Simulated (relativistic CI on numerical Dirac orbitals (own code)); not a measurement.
**Sc III: what numerical and physical settings do to a radial Dirac CI calculation**

Reference input:

```
atom Sc  Z=21  charge=2  electrons=19
nucleus A=45  rms_radius_fm=3.5459
hamiltonian dirac-coulomb  breit=on  qed=on  c_scale=1
orbitals kli  potential=per-configuration
slater_scale 1
correlation none
mixing on
grid step=0.0125 r_max=34.3
scf mixing=0.4 start=green max_iterations=150 tolerance=2e-08 node_fill=0.05
configurations
  [Ar] 3d
end
```

Computed lowest total energy -762.34970 Ha, first excitation 162.5 cm⁻¹, 11 SCF steps. Runs with settings changed; * marks those that are bad on purpose:

| Changed | Outcome | Lowest level | ΔE (Ha) | First excitation (cm⁻¹) | SCF steps | Message |
| --- | --- | --- | --- | --- | --- | --- |
| node fill of the KLI weights 0.2 | converged | 3d 2D_3/2 | 0.00167 | 173.5 | 11 |  |
| Breit term off | converged | 3d 2D_3/2 | -0.226 | 199.2 | 11 |  |
| iteration limit 20 | converged | 3d 2D_3/2 | 0 | 162.5 | 11 |  |
| grid step 0.02 | converged | 3d 2D_3/2 | 4.47e-05 | 162.5 | 11 |  |
| charge 1 * | refused |  |  |  | 0 | configuration [Ar] 3d has 19 electrons, the ion has 20 |
| configuration list: extra electron * | refused |  |  |  | 0 | configuration [Ar] 3d 4s has 20 electrons, the ion has 19 |

With so few configurations and no correlation, terms lie too far apart (by 10 to 50 % near neutrality), their order can be wrong, and levels of other configurations are missing.
